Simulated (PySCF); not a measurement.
**Relaxation of singlet BrH3**

Computed with PBE0/[Br def2-TZVP, H def2-TZVP], no relativity, density fitting, PySCF. A (50,194) grid was used.

A hand-made trigonal planar start, of D3h symmetry, held to at least that symmetry:

```xyz
4
charge 0 multiplicity 1, angstrom
Br    0.0000    0.0000    0.0000
H     1.4600    0.0000    0.0000
H    -0.7300    1.2644    0.0000
H    -0.7300   -1.2644    0.0000
```

(1) What forces act on the atoms at the start (eV/Å)?

(2) What does it relax to?

(3) How much energy is released, and in how many steps?

Answers

(1) 
```json
{"atom": "Br1", "Fx": "0.00", "Fy": "0.00", "Fz": "0.00"}
{"atom": "H2", "Fx": "5.04", "Fy": "0.00", "Fz": "0.00"}
{"atom": "H3", "Fx": "-2.52", "Fy": "4.36", "Fz": "0.00"}
{"atom": "H4", "Fx": "-2.52", "Fy": "-4.36", "Fz": "0.00"}
```

(2) It ends at D3h with Br–H 1.744 Å (×3); H–Br–H 120.0° (×3). A frequency run shows 2 imaginary modes (one degenerate set), down to 704i cm⁻¹, so it is a higher-order saddle point.

(3) 171.9 kJ/mol in 5 steps.
